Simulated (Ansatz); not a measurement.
Ideal-gas functions of `[F][Ge][F]` at 400 K and 1 bar, from an Ansatz frequency run at PBE0-D4/def2-TZVP.

Molar mass 110.61 g/mol, point group C2v (symmetry number 2), electronic degeneracy 1, moments of inertia 33.182, 65.129, 98.311 u Å². Harmonic wavenumbers (cm⁻¹, unscaled): 260, 669, 695.

Use S(trans) = R[1.5 ln M + 2.5 ln T − 1.1517]; rotational temperatures θ = 24.2544 K / I; S(rot) = R[ln(√π/σ · √(T³/θAθBθC)) + 1.5]; for each mode x = 1.438777 ν̃/T, S = R[x/(eˣ − 1) − ln(1 − e⁻ˣ)] and H = RT x/(eˣ − 1); 1 cm⁻¹ = 0.0119627 kJ/mol; R = 8.31446 J/(mol·K).

Q: By hand: the entropy, in J/(mol·K).

A: Translation 173.7. Rotation: θ = 0.731, 0.3724, 0.2467 K, giving 97.4. Vibration, mode by mode: 9.17, 2.77, 2.57, in all 14.5. Electronic 0.0. Sum 285.6 J/(mol·K).

Q: By hand: H − E and G − E in kJ/mol, counted from the electronic energy.

A: Zero-point energy ½ × 1624 × 0.0119627 = 9.7; thermal vibration 3.5; translation, rotation and pV give 4 RT = 13.3. H − E = 26.5 kJ/mol, and G − E = 26.5 − 400 × 285.6/1000 = -87.7 kJ/mol.

Vibration gives 5 % of the entropy.
